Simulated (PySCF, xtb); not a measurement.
H6S, SMILES [H][S@OH27]([H])([H])([H])([H])[H].

GFN2-xTB in xtb at its own geometry gives an orbital gap of 5.48 eV and a dipole moment of 0.00 D.

Coordinates come from a ωB97X-D3(BJ)/def2-TZVP optimisation.

**Question.** What does HF/def2-TZVPD run with PySCF give? (The exact figures need the calculation; the answer reports its results.)

**Answer.** gap 10.95 eV (levels -9.70 and 1.25 eV), dipole 0.00 D.
